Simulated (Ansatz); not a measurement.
C3H4BF (`BC1(F)C=C1`) at its PBE0-D4/def2-TZVP geometry, where that method's forces vanish. Total charge 0; spin multiplicity 1.

```
atom   x (Å)   y (Å)   z (Å)
  B1   0.768   0.580  -1.103
  C2  -0.171  -0.296  -0.273
  F3  -0.824  -1.312  -0.972
  C4  -0.929   0.195   0.922
  C5   0.040  -0.604   1.178
  H6   1.349   1.462  -0.543
  H7   0.920   0.395  -2.272
  H8  -1.782   0.784   1.213
  H9   0.629  -1.204   1.849
```

Task: For each bond, give half the difference of the two atoms' forces along it (eV/Å; positive pushes the atoms apart) under PBE-D4, r2SCAN-D4, B3LYP-D4, ωB97M-V in def2-TZVPP. (Estimate.)

Result: Ansatz gave: 
```
 bond  length (Å)  PBE-D4  r2SCAN-D4  B3LYP-D4  ωB97M-V
B1–C2       1.529   -0.37      -0.22     -0.12    -0.02
B1–H6       1.195    0.07      -0.02     -0.09    -0.11
B1–H7       1.193    0.09      -0.03     -0.11    -0.13
C2–F3       1.396    0.49       0.37      0.38     0.22
C2–C4       1.498    0.44       0.20      0.15     0.11
C2–C5       1.498    0.44       0.19      0.15     0.10
C4–C5       1.282    0.61       0.21      0.09     0.07
C4–H8       1.076   -0.21      -0.14     -0.13    -0.12
C5–H9       1.076   -0.21      -0.14     -0.13    -0.12
```

B3LYP here is the variant with VWN-RPA as its local correlation; programs differ in this.
